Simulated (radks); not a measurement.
Values are calculated unless marked as measured or tabulated.
Spherical jellium clusters: N electrons in a uniform positive sphere of charge N and radius rs N^(1/3), rs = 3.48 bohr. Level of theory: non-relativistic Kohn-Sham, LDA (Slater exchange, Perdew-Wang correlation), spin-polarised, spherical densities (a radial shooting solver with Libxc functionals). Levels are named by radial order and angular momentum (1s, 1p, 1d, 2s, ...), and open shells are averaged over m.

N = 30, configuration 1s2 1p6 1d10 2s2 1f(up 7, down 3). This is the lowest configuration that the search found. Occupied and some empty levels:

level    occupation  eigenvalue (eV)  <r> (bohr)
1s up             1          -6.3640       6.323
1s down           1          -6.2323       6.096
1p up             3          -5.4848       7.653
1p down           3          -5.2882       7.551
1d up             5          -4.4220       8.522
1d down           5          -4.1967       8.497
2s up             1          -4.0295       6.937
2s down           1          -3.9092       7.082
1f up             7          -3.1908       9.236
1f down           3          -2.9584       9.265
2p up             0          -2.5518       8.197
2p down           0          -2.4389       8.268
1g up             0          -1.8251       9.944
1g down           0          -1.6019       10.03
2d up             0          -1.1739       10.13
2d down           0          -1.0642       10.28

Energy (eV): total -54.0065, kinetic 68.479, external -2680.1, Hartree 1323.1, exchange-correlation -124.42, background 1358.9.

Electron density:

r (bohr)  n(r) (e/bohr^3)
0.782            0.007396
1.65             0.006689
2.52             0.005790
3.39             0.005076
4.26             0.004835
5.13             0.005136
6.00             0.005786
6.88             0.006391
7.75             0.006502
8.62             0.005818
9.49             0.004417
10.4             0.002773
11.2             0.001459
12.1            0.0006783
13.0            0.0002911
13.8            0.0001187
14.7           0.00004675
15.6           0.00001803
16.4            6.851e-06
17.3            2.582e-06
